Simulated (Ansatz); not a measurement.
Ideal-gas functions of CH2FInOS, SMILES `O[C](=S)[InH][F]` at 800 K and 1 bar, from an Ansatz frequency run at PBE0-D4/def2-TZVP.

Molar mass 195.91 g/mol, point group Cs (symmetry number 1), electronic degeneracy 1, moments of inertia 124.839, 367.146, 491.985 u Å². Harmonic wavenumbers (cm⁻¹, unscaled): 88, 153, 197, 306, 328, 474, 476, 500, 535, 864, 1013, 1322, 1471, 1913, 3379.

Use S(trans) = R[1.5 ln M + 2.5 ln T − 1.1517]; rotational temperatures θ = 24.2544 K / I; S(rot) = R[ln(√π/σ · √(T³/θAθBθC)) + 1.5]; for each mode x = 1.438777 ν̃/T, S = R[x/(eˣ − 1) − ln(1 − e⁻ˣ)] and H = RT x/(eˣ − 1); 1 cm⁻¹ = 0.0119627 kJ/mol; R = 8.31446 J/(mol·K).

Q: By hand: the entropy, in J/(mol·K).

A: Translation 195.2. Rotation: θ = 0.1943, 0.0661, 0.0493 K, giving 131.2. Vibration, mode by mode: 23.65, 19.07, 16.99, 13.38, 12.82, 9.89, 9.86, 9.47, 8.95, 5.44, 4.39, 2.83, 2.29, 1.22, 0.14, in all 140.4. Electronic 0.0. Sum 466.8 J/(mol·K).

Q: By hand: H − E and G − E in kJ/mol, counted from the electronic energy.

A: Zero-point energy ½ × 13019 × 0.0119627 = 77.9; thermal vibration 52.7; translation, rotation and pV give 4 RT = 26.6. H − E = 157.2 kJ/mol, and G − E = 157.2 − 800 × 466.8/1000 = -216.2 kJ/mol.

Vibration gives 30 % of the entropy, 23.7 J/(mol·K) of it from the mode under 150 cm⁻¹: soft modes count most, and the harmonic formula is weakest for them. The sum counts one conformer and one mirror image; others add a mixing term.
